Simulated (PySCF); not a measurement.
SMILES C=CC[SiH2]OC, singlet, GFN2-xTB optimised geometry.

```
16

C      2.49    -2.05    -1.11
C      1.82    -1.62    -0.06
C      0.35    -1.41    -0.02
Si    -0.06     0.44     0.00
O     -1.68     0.44     0.00
C     -2.53     1.54     0.00
H      1.99    -2.31    -2.03
H      3.56    -2.16    -1.10
H      2.35    -1.36     0.85
H     -0.06    -1.88     0.88
H     -0.12    -1.89    -0.88
H      0.47     1.11     1.20
H      0.48     1.13    -1.18
H     -2.37     2.16     0.88
H     -2.37     2.16    -0.89
H     -3.56     1.18     0.00
```

Density from PySCF with B3LYP/def2-TZVP at that geometry.

Minimum of the electron density along straight lines between bonded atoms, close to the bond critical point (lines longer than 1.1 times the sum of covalent radii, or with two minima, are not listed):

```
bond     length / Å  ρ at the minimum / e bohr⁻³  ∇²ρ there / e bohr⁻⁵  position (fraction from the first atom)
-------  ----------  ---------------------------  --------------------  ---------------------------------------
C1–C2         1.321                            …                 -1.14                                     0.49
C2–C3         1.484                        0.266                 -0.70                                     0.51
C3–Si4        1.899                        0.120                  0.12                                     0.61
Si4–O5        1.622                            …                  0.92                                     0.41
O5–C6         1.394                        0.265                     …                                     0.65
C1–H7         1.078                        0.287                 -1.02                                     0.64
C1–H8         1.077                        0.289                 -1.03                                     0.64
C2–H9         1.082                        0.288                 -1.03                                     0.64
C3–H10        1.091                        0.275                 -0.92                                     0.64
C3–H11        1.090                        0.277                 -0.93                                     0.64
Si4–H12       1.469                        0.126                  0.16                                     0.49
Si4–H13       1.468                        0.126                  0.16                                     0.49
C6–H14        1.092                        0.285                 -1.01                                     0.64
C6–H15        1.092                        0.285                 -1.01                                     0.64
C6–H16        1.090                        0.288                 -1.03                                     0.65
```

Problem. Some entries are withheld; supply them.

Solution. 
- C1–C2, ρ at the minimum / e bohr⁻³: 0.362
- Si4–O5, ρ at the minimum / e bohr⁻³: 0.143
- O5–C6, ∇²ρ there / e bohr⁻⁵: -0.53
